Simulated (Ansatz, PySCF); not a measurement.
Pair of molecules: H2S (SMILES S) (first 3 atoms) with GeH4 (SMILES [GeH4]); geometry from B3LYP-D3(BJ)/def2-TZVP, rigid monomers moved along the line of their centres of mass till S1···Ge4 is 5.40 Å.
(charge 0, multiplicity 1):
```xyz
8

S      0.15623    -0.37545    -0.31385
H      0.27778    -1.63364     0.13844
H     -1.17204    -0.37164    -0.11926
Ge    -0.06220     0.42973     5.02399
H     -0.19000     0.58020     6.55035
H     -1.06916    -0.62704     4.54449
H      1.36226    -0.02150     4.67631
H     -0.36719     1.77508     4.35326
```

Interaction energies are E(AB) − E(A) − E(B) at the monomers' geometry in the complex; basis-set methods are counterpoise corrected.

Frozen-core correlation. Filled d and f shells under p-block atoms count as core. CBS: X⁻³ extrapolation of the correlation energy, Hartree–Fock from the larger set.

Run with Ansatz (a quantum-chemistry and plane-wave program); PySCF for the dispersion terms. Values without a source in brackets are computed.

PBE/def2-TZVPPD gives -0.17 kcal/mol for the interaction energy.

Task: Where do these levels fall relative to PBE: PBE-D3(BJ)/def2-TZVPPD, r2SCAN/def2-TZVPPD, B3LYP/def2-TZVPPD, wB97M-V/def2-TZVPPD, MP2/CBS(def2-SVPD, def2-TZVPPD), CCSD(T)/CBS(def2-SVPD, def2-TZVPPD).

Result: PBE-D3(BJ)/def2-TZVPPD -0.21; r2SCAN/def2-TZVPPD 0.01; B3LYP/def2-TZVPPD 0.20; wB97M-V/def2-TZVPPD -0.13; MP2/CBS(def2-SVPD, def2-TZVPPD) -0.13; CCSD(T)/CBS(def2-SVPD, def2-TZVPPD) -0.11 kcal/mol. 2 of 6 lie above PBE; the widest gap is to PBE-D3(BJ)/def2-TZVPPD.
